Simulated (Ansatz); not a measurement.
Compare A (`OC([SiH3])Cl`) with its isomer B (`C[SiH](O)Cl`).

Calculated with Ansatz (gas phase, PBE0-D4/def2-TZVP geometries, no zero-point term in ΔE). CCSD(T)/CBS is the MP2 limit (def2-TZVPP, def2-QZVPP) plus CCSD(T) − MP2 in def2-TZVPP, frozen cores. DFT in def2-TZVPP. B3LYP here is the variant with VWN-RPA as its local correlation; programs differ in this. One conformer a species, not always the lowest.

A:

Z-matrix (Å, degrees):
```
C
Si 1 1.902
Cl 1 1.826 2 106.8
O 1 1.378 2 109.8 3 -121.4
H 1 1.094 2 112.4 3 112.4
H 2 1.481 1 108.6 3 60.8
H 2 1.483 1 107.9 3 -59.7
H 2 1.486 1 108.9 3 -178.8
H 4 0.963 1 109.7 2 -175.5
```

B:

```xyz
9

C     0.740    0.646    0.669
Si   -0.690   -0.195   -0.154
O    -0.347   -1.716   -0.651
Cl   -1.244    0.963   -1.773
H     0.451    1.643    1.010
H     1.072    0.066    1.534
H     1.581    0.755   -0.019
H    -1.866   -0.327    0.729
H     0.303   -1.835   -1.346
```

Question: Which isomer does CCSD(T)/CBS put lower? Give the gap. (Best estimate.)

Answer: The calculation gave: B, by 368.0 kJ/mol.

Question: Give E(B) − E(A) in kJ/mol with B3LYP, B3LYP-D4, PBE0-D4, MP2/def2-TZVPP, CCSD/def2-TZVPP, CCSD(T)/def2-TZVPP, LDA (SPW92). (Estimate.)

Answer: Computed: B3LYP -356.8, B3LYP-D4 -356.6, PBE0-D4 -356.5, MP2/def2-TZVPP -377.9, CCSD/def2-TZVPP -367.1, CCSD(T)/def2-TZVPP -363.0, LDA (SPW92) -342.3. None reverses the order clearly.

Question: Does the order hold for the free energy at 298.15 K (harmonic terms from PBE0-D4)? (An estimate is asked.)

Answer: Computed: Yes: G(B) − G(A) = -359.1 kJ/mol, for one conformer each.

Largest T1 diagnostic: 0.011.

At CCSD(T), def2-SVP lies +37.6 kJ/mol from the extrapolated value and def2-TZVPP +5.1 kJ/mol. From r2SCAN to r2SCAN0 (25 % exact exchange), in def2-TZVPP and without D4, E(B) − E(A) moves by −7.3 kJ/mol.
